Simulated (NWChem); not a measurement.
A series in which one site is exchanged, each optimised at PBE0/def2-SVP with NWChem, gas phase unless a solvent is named. For some, no frequency run checked for a minimum. def2 effective core potentials on Zr, Hf; no spin-orbit coupling.

A: [TiH2]([F])[F] (TiH2F2; site = Ti)
B: [F][ZrH2][F] (ZrH2F2; site = Zr)
C: [GeH2]([F])[F] (GeH2F2; site = Ge)
D: [F][HfH2][F] (HfH2F2; site = Hf)

Values for A:

| Quantity | Value |
|---|---|
| dipole (D), PBE0/def2-SVP | 0.29 |
| orbital gap (eV), PBE0/def2-SVP | 6.16 |
| lowest singlet excitation, B3LYP/def2-SVPD, TDA (eV) | 3.43 |

Problem. How do these values change for the other members?

Solution. 
```csv
change from A,B,C,D
"dipole (D), PBE0/def2-SVP",-0.03,+2.29,-0.02
"orbital gap (eV), PBE0/def2-SVP",+0.20,+4.06,+0.48
"lowest singlet excitation, B3LYP/def2-SVPD, TDA (eV)",+0.83,+4.68,+1.20
```
